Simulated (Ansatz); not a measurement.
A nudged elastic band was laid between two geometries of C2H4FIn (8 atoms, charge 0, multiplicity 1).

Theory: RKS PBE0/def2-SVP in Ansatz.

```yaml
movable_images: 7
climbing_image: yes
spring: 5.0 eV/Å²
optimiser: quadratic models (default)
start_path: through a guess of the saddle point
force_threshold: 0.05 eV/Å
iteration_limit: 44
end_points: relaxed
```

Image 0:

```xyz
8
Properties=species:S:1:pos:R:3
C -0.911 1.079 -0.027
C 0.374 0.759 -0.229
In 0.919 -1.272 0.064
F -0.773 -2.157 0.588
H -1.647 0.324 0.274
H -1.282 2.104 -0.155
H 1.089 1.533 -0.530
H 2.230 -2.370 0.014
```

Image 8:

```xyz
8
Properties=species:S:1:pos:R:3
C -1.065 1.141 0.009
C 0.174 0.672 -0.182
In 0.692 -1.370 0.129
F 2.594 -1.726 -0.258
H -1.896 0.507 0.340
H -1.318 2.197 -0.157
H 0.957 1.364 -0.516
H -0.138 -2.784 0.635
```

(1) What changes between the two ends?

(2) What energy profile does the band end with?

(3) What is the geometry of the highest image?

(4) What are the harmonic wavenumbers there?

## Answers

(1) No bond is made or broken. The dihedral C1–C2–In3–F4 goes from 0 to 180°.

(2) It converged. The highest image is number 4 of 0 to 8, 3.2 kcal/mol above the first end and 2.4 kcal/mol above the last; the last end lies 0.8 kcal/mol above the first. A vibrational analysis at the climbing image gives one clearly imaginary mode, 78i cm⁻¹: a first-order saddle point.

| image | path coordinate (Å) | energy (kcal/mol) | dihedral C1–C2–In3–F4 (°) |
| --- | --- | --- | --- |
| 0 | 0.00 | 0.0 | 0 |
| 1 | 0.63 | 0.7 | 20 |
| 2 | 1.27 | 1.9 | 42 |
| 3 | 1.90 | 2.8 | 65 |
| 4 | 2.54 | 3.2 | 87 |
| 5 | 3.17 | 2.9 | 109 |
| 6 | 3.81 | 2.0 | 132 |
| 7 | 4.44 | 1.2 | 155 |
| 8 | 5.08 | 0.8 | 180 |

(3) 
```xyz
8
Properties=species:S:1:pos:R:3
C -0.805 1.283 0.268
C 0.141 0.623 -0.408
In 0.792 -1.355 0.074
F -0.312 -2.739 -0.801
H -1.330 0.863 1.133
H -1.116 2.296 -0.020
H 0.608 1.123 -1.266
H 2.021 -2.093 1.018
```

(4) 78i, 124, 203, 401, 433, 499, 527, 597, 982, 991, 1036, 1248, 1420, 1672, 1832, 3129, 3162, 3221 cm⁻¹.

Run time: 7.3 min on 1 thread of Arm Neoverse V1, with other jobs on the host, peak memory 0.2 GiB.
